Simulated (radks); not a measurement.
The numbers below are computed, except where a source is named.
Spherical quantum dot in the effective-mass picture: electrons in a parabolic well V = omega^2 r^2 / 2 with omega = 0.54, all in effective atomic units (hartree* = m*/eps^2 hartree, bohr* = eps/m* bohr), one dielectric constant everywhere. Level of theory: non-relativistic Kohn-Sham, LDA (Slater exchange, Perdew-Wang correlation), spin-polarised, spherical densities (a radial shooting solver with Libxc functionals). Levels are named by radial order and angular momentum (1s, 1p, 1d, 2s, ...), and open shells are averaged over m.

N = 13, configuration 1s2 1p6 1d(up 5, down 0). This is the lowest configuration that the search found. Occupied and some empty levels:

level    occupation  eigenvalue (hartree*)  <r> (bohr*)
1s up             1                 5.0654        2.288
1s down           1                 5.1131        2.224
1p up             3                 5.3123        2.808
1p down           3                 5.3737        2.788
1d up             5                 5.6024        3.175
1d down           0                 5.6676        3.181
2s up             0                 5.6909        2.717
2s down           0                 5.7305        2.755
1f up             0                 5.9282        3.472
1f down           0                 5.9921        3.492
2p up             0                 6.0517        3.092
2p down           0                 6.0926        3.106

Energy (hartree*): total 44.9593, kinetic 5.5439, external 16.941, Hartree 26.536, exchange-correlation -4.0620.
